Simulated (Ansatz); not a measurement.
```yaml
crystal:
  periodic: [false, false, false]
  atoms:
    - {symbol: Ag, position_ang: [0.442504, -0.089267, 0.488103]}
    - {symbol: Ag, position_ang: [-1.514109, -0.049811, -1.620410]}
    - {symbol: Cl, position_ang: [-0.773251, 1.939884, 0.073658]}
    - {symbol: Cl, position_ang: [1.911037, -1.833881, 1.126578]}
basis:
  gaussian: {orbitals: STO-3G, point_charges: [{charge: 1.00, position_ang: [6.221, 0.478, 0.287]}]}
total_charge: -1
magnetization: {spin_polarized: true, initial_magnetization: 1}
hamiltonian: {xc: {name: B2PLYP}}
scf: {lower_state_search: light}
output: {forces: true}
```

```sh
$ ansatz run in.yaml --threads 4 --pin off --events-out ev --progress --plain --max-ram 3916MiB
```

Output, abridged:

```
Functional definition: B2PLYP
869 factors; integrals over basis functions are off by at most 5.4e-4 eV
mean field evaluation 1: about -304937.7608 eV, gradient 1.1e1 eV
mean field evaluation 2: about -304937.7908 eV, gradient 1.1e1 eV
mean field evaluation 4: about -304939.5449 eV, gradient 2.1e0 eV
mean field evaluation 8: about -304939.6854 eV, gradient 2.2e-1 eV
mean field evaluation 16: about -304939.7059 eV, gradient 7.1e-2 eV
mean field evaluation 32: about -304939.7111 eV, gradient 2.8e-3 eV
mean field -304939.71110795 eV, -11206.3276876573 hartree, gradient 1.8e-6 eV, S^2 0.851547; 6 other end points of the search recorded, 0 dependent functions left out
38 core orbitals not correlated: weight in the atoms' cores, before any rotation towards them, 1.000 or more for the frozen orbitals, at most 0.000 for the correlated occupied ones
reference -304939.71124152 eV, -11206.3276925657 hartree; 27, 26 occupied and 7, 8 virtual orbitals, 869 factors
second order -3.28543315 eV of doubles, -0.00000000 eV of singles
mean field evaluation 64: about -304939.6794 eV, gradient 5.3e-2 eV
Total energy: -304940.59830847 eV, -11206.3602916749 hartree
Atom 0 at     0.442504    -0.089267     0.488103 Å, force    -1.148056    -0.235147    -1.757761 eV/Å
Atom 1 at    -1.514109    -0.049811    -1.620410 Å, force     2.340217     0.007596     2.510628 eV/Å
Atom 2 at    -0.773251     1.939884     0.073658 Å, force     0.966041    -1.922107     0.200858 eV/Å
Atom 3 at     1.911037    -1.833881     1.126578 Å, force    -1.789941     2.268534    -0.989359 eV/Å
Dipole moment:    -0.502545     0.396834    -0.141484 e Å
```

Run time 22 s (4 threads of Arm Neoverse V1 on a shared host).

Correlated methods freeze 38 core orbitals; core or outer-core shells of Ag are correlated, in sets that lack core-valence functions. The highest occupied level of an anion often lies above zero with these methods, and sets without diffuse functions describe the outer electron poorly. The charge -1 doublet is spin-contaminated (final ⟨S²⟩ up to 0.85, 0.75 for a pure state).

The dipole of an ion depends on the origin.
